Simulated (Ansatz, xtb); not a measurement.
## Relaxing a trial structure of C4H8AlCl

The starting geometry of this gas-phase singlet was built from a drawn formula by distance geometry and a force field; its bonds are those of `C=[CH][Al]([CH3])[CH2]Cl`.

```xyz
14

C    -0.4530   -0.0141    2.4297
C    -1.2892    0.5927    1.6809
C    -2.2903    2.0214   -1.3087
C     0.8281    0.5210   -1.0158
Al   -0.9126    1.0154   -0.2189
Cl    1.0167   -1.2976   -1.0078
H     0.5555   -0.3203    2.0516
H    -0.6757   -0.2251    3.4636
H    -2.2856    0.9341    2.0825
H    -3.2378    1.4101   -1.3900
H    -1.8420    2.1620   -2.3486
H    -2.4999    2.9941   -0.8480
H     0.8655    0.8345   -2.0688
H     1.6359    0.9770   -0.4525
```

Predict what becomes of its bonds when it is optimised with r2SCAN-D4/def2-SVP.

A new bond forms, giving a structure with Cl6 bridging Al5 and C4, given below by its coordinates. Contacts that close: Al5–Cl6 (3.11 → 2.53 Å).

The energy falls by 0.51 eV over 32 steps:

```json
{"step": "1", "E − E(last) (eV)": "0.513"}
{"step": "4", "E − E(last) (eV)": "0.104"}
{"step": "8", "E − E(last) (eV)": "0.019"}
{"step": "11", "E − E(last) (eV)": "0.006"}
{"step": "15", "E − E(last) (eV)": "0.004"}
{"step": "18", "E − E(last) (eV)": "0.004"}
{"step": "22", "E − E(last) (eV)": "0.002"}
{"step": "25", "E − E(last) (eV)": "0.001"}
{"step": "29", "E − E(last) (eV)": "0.000"}
{"step": "32", "E − E(last) (eV)": "0.000"}
```

Final geometry (Å):

```xyz
14

C    -0.3197    0.1671    2.4963
C    -1.3051    0.4542    1.6243
C    -2.2424    1.9171   -1.3584
C     0.8675    0.6623   -0.8958
Al   -0.9577    0.9884   -0.2204
Cl    0.0570   -0.9064   -1.5624
H     0.7407    0.1937    2.2076
H    -0.5077   -0.1122    3.5429
H    -2.3289    0.3988    2.0287
H    -3.2572    1.4933   -1.2685
H    -1.9634    1.8830   -2.4246
H    -2.3258    2.9831   -1.0803
H     1.2683    1.1745   -1.7812
H     1.6901    0.3088   -0.2591
```

From the same start GFN2-xTB reaches the same bonding as this run.

The end wasn't checked by frequencies. Run with Ansatz 0.2.0, 5.3 min on 2 threads of AMD EPYC (Zen 3), on a shared host.
